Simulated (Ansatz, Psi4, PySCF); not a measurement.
Gas-phase reaction in SMILES: F[SiH2][SiH2]F [fluoro(fluorosilyl)silane] -> F[SiH][SiH2]F + H atom (the H-Si bond breaks)

Wanted: bond dissociation energy (electronic), in kcal/mol. Terms: dispersion terms only where a functional's name holds one; 6-311+G** with 5d, 6d on Na to Ar in Ansatz (an electronic-structure program); six Cartesian d functions in 6-31G* and its kin unless marked 5d; UHF or UKS for open shells; LANL2DZ with its own core potentials from Na on; non-relativistic; frozen cores in correlated levels; no spin-orbit coupling. Basis-set limits of correlation are two-point, X^-3; Hartree-Fock from the larger set. First-principles rows: single points at B3LYP-D3(BJ) geometries (Ansatz).

Coupled cluster (Ansatz) is a level with limits of its own, used here on species with T1 under 0.025 (0.045 for open shells) and stable references: CCSD(T)/CBS(aug-cc-pV(T+d)Z,aug-cc-pV(Q+d)Z).

Value to compare with, CCSD(T)/CBS(aug-cc-pV(T+d)Z,aug-cc-pV(Q+d)Z) (Ansatz): 95.7 kcal/mol.

```tsv
level	program	bond dissociation energy (electronic) (kcal/mol)	difference
HF/6-31G*	Ansatz	76.9	-18.8
SVWN5/6-31G*	Ansatz	98.6	2.9
PBE/3-21G	Ansatz	88.2	-7.5
PBE/LANL2DZ	Ansatz	87.9	-7.8
PBE/6-311+G**	Ansatz	88.0	-7.7
BP86/6-31G* (5d)	PySCF	92.7	-3.0
B3LYP/3-21G	Ansatz	91.2	-4.5
B3LYP/6-31G	Ansatz	88.4	-7.3
B3LYP/6-31G*	Ansatz	93.6	-2.1
M06-2X/6-311+G**	PySCF	92.2	-3.5
wB97X-D/6-311+G**	Psi4	93.6	-2.1
MP2/3-21G	Ansatz	80.1	-15.6
MP2/6-31G*	Ansatz	85.0	-10.7
MP2/6-311+G**	Ansatz	89.6	-6.1
r2SCAN-D4/def2-TZVPD	Ansatz + dftd4	90.2	-5.5
```

Among the 14 habitual levels, HF/6-31G* lies farthest from CCSD(T)/CBS(aug-cc-pV(T+d)Z,aug-cc-pV(Q+d)Z) (Ansatz) (-18.8 kcal/mol); 1 of 14 lie above it, and their mean absolute difference is 7.1 kcal/mol, the median 6.7. One case shows no general order.

The levels are drawn from those run, B3LYP/6-31G* more often than the rest, none by its result; left out are runs that failed, that the program found above a lower state of the same kind, or whose <S^2> lies over 0.5 above the pure value.
